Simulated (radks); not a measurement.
Results of a calculation; reference values are marked as such.
Excited configurations of neutral chlorine: one electron is placed in a higher orbital outside [Ne] 3s2 3p4. The ground configuration is [Ne] 3s2 3p5. Code: a radial shooting solver on a logarithmic mesh with Libxc functionals. Model: non-relativistic Kohn-Sham, SCAN, spin-unpolarised, spherical densities, point nucleus; meta-GGA in the generalised Kohn-Sham scheme. Excitation = E - E(ground); binding = E(ion) - E, where the ion is the core of charge +1; n* = 1/sqrt(2 binding) in atomic units, and the quantum defect is n - n*.

| outer orbital | excitation (eV) | binding (eV) | n* | quantum defect | eigenvalue (eV) | <r> (bohr) |
|---|---|---|---|---|---|---|
| 3d | 12.519 | 1.682 | 2.844 | 0.156 | -0.580 | 8.648 |
| 4s | 10.543 | 3.658 | 1.929 | 2.071 | -2.128 | 5.685 |
| 4p | 11.819 | 2.381 | 2.390 | 1.610 | -1.250 | 7.622 |
| 4f | 13.358 | 0.842 | 4.019 | -0.019 | -0.389 | 18.59 |
| 5s | 12.555 | 1.645 | 2.876 | 2.124 | -0.998 | 12.71 |
| 5p | 12.976 | 1.225 | 3.333 | 1.667 | -0.745 | 16.06 |
| 5f | 13.633 | 0.567 | 4.897 | 0.103 | -0.324 | 31.68 |
| 6p | 13.464 | 0.737 | 4.297 | 1.703 | -0.486 | 27.44 |
| 6d | 13.709 | 0.492 | 5.260 | 0.740 | -0.313 | 39.80 |
| 6f | 13.811 | 0.390 | 5.907 | 0.093 | -0.250 | 47.72 |

The Delta-SCF ionisation energy is 14.201 eV (NIST Atomic Spectra Database: 12.968 eV, measured). Self-interaction in the functional shifts the binding energies and quantum defects, so they are the method's values and not measured ones. Spin polarisation and multiplet splitting are left out, so open shells lie too high by an amount that depends on their filling.

Beside tabulated values, note that spin-unpolarised runs miss the spin-polarisation part of the exchange energy of open shells.
